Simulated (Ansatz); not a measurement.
`CC[Si](N)(O)F` + `C[Si](O)(F)F` → `N[SiH](O)F` + `CCO[Si](C)(F)F`  (redistribution)

Isolated molecules relaxed with PBE0-D4/def2-TZVP in Ansatz; ΔE leaves out vibrations. CCSD(T)/CBS is the MP2 limit (def2-TZVPP, def2-QZVPP) plus CCSD(T) − MP2 in def2-TZVPP, frozen cores. This one scheme is used for every species. One conformer a species, not always the lowest.

| species | CCSD(T)/CBS(def2) energy (Eh) |
| --- | --- |
| `CC[Si](N)(O)F` | -599.85402 |
| `C[Si](O)(F)F` | -604.51944 |
| `N[SiH](O)F` | -521.31725 |
| `CCO[Si](C)(F)F` | -683.02458 |

(1) Work out ΔE.

Largest T1 diagnostic among the species: 0.011.

Answers

(1) ΔE = (-521.31725) + (-683.02458) − (-599.85402) − (-604.51944) = 0.03163 Eh = +0.86 eV.

In def2-TZVPP, CCSD(T) changes the Hartree–Fock value by +0.16 eV (the triples alone add +0.01 eV) and MP2 by +0.22 eV.
